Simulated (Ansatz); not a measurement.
`C=CB(N)[SiH3]`, charge 0, multiplicity 1.

**Question.** Give a relaxed structure at PBE0-D4/def2-TZVP (Ansatz). (Best estimate.)

**Answer.** The calculation gave: 
Z-matrix (Å, degrees):
```
Si
B 1 2.026
H 1 1.494 2 112.0
H 1 1.491 2 111.7 3 120.5
H 1 1.492 2 111.3 3 -120.2
C 2 1.559 1 121.4 3 179.2
N 2 1.391 1 119.1 3 -2.1
C 6 1.333 2 123.5 1 136.2
H 6 1.090 2 119.2 1 -39.1
H 7 1.009 2 122.4 1 177.2
H 7 1.006 2 123.8 1 -1.7
H 8 1.086 6 122.5 2 -176.6
H 8 1.087 6 121.5 2 1.6
```
This is one stationary point; other conformers may exist.
